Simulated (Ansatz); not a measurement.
C2H2FGaS, SMILES `C#C[S][GaH][F]`, relaxed with RKS PBE0-D4/def2-TZVP in the Gaussian-basis code of Ansatz from a GFN2-xTB geometry. The force threshold is 0.005 eV/Å; the program also tests the step.

Total charge 0; spin multiplicity 1.

Start:

```xyz
7

C    -0.635    0.237    1.993
C     0.265   -0.059    1.255
S     1.602   -0.514    0.307
Ga    0.479   -0.192   -1.610
F    -1.138    0.466   -1.483
H    -1.423    0.504    2.634
H     0.850   -0.441   -3.095
```

```tsv
step	energy (eV)	largest force (eV/Å)	largest move (Å)
1	-68023.1347	0.655	0.000
2	-68023.1962	0.244	0.125
3	-68023.2102	0.241	0.139
4	-68023.2135	0.114	0.016
5	-68023.2147	0.088	0.047
6	-68023.2149	0.017	0.011
7	-68023.2149	0.002	0.002
```

End:

```xyz
7

C    -0.605    0.249    2.096
C     0.225   -0.067    1.284
S     1.441   -0.528    0.221
Ga    0.424   -0.177   -1.707
F    -1.211    0.426   -1.610
H    -1.347    0.531    2.805
H     1.073   -0.434   -3.088
```

It took 28 s on 4 threads of an Arm Neoverse V1 on a shared host, with 0.55 GiB of host memory at the peak.
